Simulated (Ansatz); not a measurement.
B₄⁺, relaxed as a doublet with UKS B3LYP-D4/def2-TZVP in Ansatz, starting from the GFN1-xTB geometry. Force threshold 0.02 eV/Å.

Another isomer (doublet) lies 1.40 eV lower at PBE0-D4/def2-TZVP; other spin states weren't run for this one.

Start:

```
atom    x (Å)    y (Å)    z (Å)
  B1   1.5572  -0.8716  -0.7146
  B2  -0.7230   1.1315   0.0968
  B3  -1.0928  -0.1357   0.7452
  B4   0.2586  -0.1243  -0.1274
```

```
step  energy (eV)  largest force component (eV/Å)  SCF passes
   1   -2687.8721                           1.022          30
   2   -2687.8998                           0.350          34
   3   -2687.9040                           0.023          31
   4   -2687.9042                           0.005          30
```

Force components are those of the run's own axes.

End:

```tsv
atom	x (Å)	y (Å)	z (Å)
B1	1.550	-0.855	-0.716
B2	-0.697	1.135	0.078
B3	-1.092	-0.150	0.749
B4	0.239	-0.130	-0.112
```

By distances, no bond broke or formed. The bond that changes most is B2–B3, from 1.47 to 1.50 Å (atoms count from 1).

No frequencies were taken in this run, so the end may be a saddle point.

It took 3.9 s on 4 threads of Arm Neoverse V1 on a shared host.
